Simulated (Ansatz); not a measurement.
Start from `[NH2][Al]([SH])[SH]` and change one atom or group to get `[NH2][Al]([SH])[Cl]`.

Ansatz, PBE0-D4/def2-TZVP geometries, multiplicity 1. Each molecule was computed in one conformer, which needn't be the lowest.

```tsv
property	`[NH2][Al]([SH])[SH]`
HOMO–LUMO gap (ωB97M-V/def2-TZVPP) / eV	10.93
LUMO energy (ωB97M-V/def2-TZVPP) / eV	1.29
size of the dipole moment (B3LYP/def2-TZVPP) / D	2.00
size of the dipole moment (PBE/def2-TZVPP) / D	1.98
zero-point energy (PBE0-D4/def2-TZVP) / kJ/mol	116.7
HOMO–LUMO gap (PBE0/def2-TZVPP) / eV	7.20
```

Give the same properties after the change, and the shifts. (Estimate.)

Ansatz gave: 
| property | `[NH2][Al]([SH])[Cl]` | shift |
| --- | --- | --- |
| HOMO–LUMO gap (ωB97M-V/def2-TZVPP) / eV | 11.03 | 0.10 |
| LUMO energy (ωB97M-V/def2-TZVPP) / eV | 1.16 | -0.13 |
| size of the dipole moment (B3LYP/def2-TZVPP) / D | 2.85 | 0.85 |
| size of the dipole moment (PBE/def2-TZVPP) / D | 2.84 | 0.86 |
| zero-point energy (PBE0-D4/def2-TZVP) / kJ/mol | 97.0 | -19.7 |
| HOMO–LUMO gap (PBE0/def2-TZVPP) / eV | 7.21 | 0.01 |

The zero-point energy changes by -19.7 kJ/mol with -3 modes. Dipoles are sizes alone; their direction can turn.

B3LYP here is the variant with VWN-RPA as its local correlation; programs differ in this.
